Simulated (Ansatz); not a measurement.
## Calibrating SPW92/def2-TZVPP on S-containing molecules

The atomisation enthalpy at 298 K in kJ/mol of 8 S-containing molecules: x at SPW92/def2-TZVPP, y from tabulated heats of molecules and atoms (CRC Handbook of Chemistry and Physics, NIST-JANAF tables). Shapes, held fixed at every level: PBE0-D4/def2-TZVP. Flexible molecules stand in one conformer, not always the lowest. Computed values hold a harmonic thermal term (PBE0-D4/def2-TZVP) and the atoms' spin-orbit lowering. Programs: Ansatz 0.2.0.

```
                         molecule  x (kJ/mol)  y (kJ/mol)
           H2S (hydrogen sulfide)         830         733
                 H2S2 (SMILES SS)        1157           ?
     HBS (hydrogen boron sulfide)        1164        1015
           CS2 (carbon disulfide)        1429        1154
           OCS (carbonyl sulfide)        1695        1381
        SO2F2 (sulfuryl fluoride)        2228        1693
        SF6 (sulfur hexafluoride)        2676        1974
P4S3 (tetraphosphorus trisulfide)        2801        2248
```

Q: Fit y = c + s·x to the known rows and predict y for H2S2.

A: 
1. Means of the 7 rows: x = 1831.86, y = 1456.9.
2. Σ(Δx)² = 3439519, Σ(Δx·Δy) = 2449508, so the slope is 2449508/3439519 = 0.71217.
3. Intercept: 1456.9 − (0.71217) × 1831.86 = 152.3. The largest residual of the fit is 101.
4. H2S2: 152.3 + 0.71217 × 1157 = 976 kJ/mol.

The tabulated heats give 974 kJ/mol, so the prediction is off by +2 kJ/mol, within the largest residual. Uncorrected, SPW92/def2-TZVPP misses H2S2 by +183 kJ/mol, and the other rows by 375 on average. With references in doubt, neither the misses nor the line can be laid on the level alone. Left out in turn, the other rows are missed by 67 kJ/mol on average. The heats of SO2F2 (sulfuryl fluoride) come from older tables and can be uncertain by 10 kJ/mol or more. The tabulated values of HBS, P4S3 are in doubt (older tables, estimates, or at odds with other calculations) and kept here.
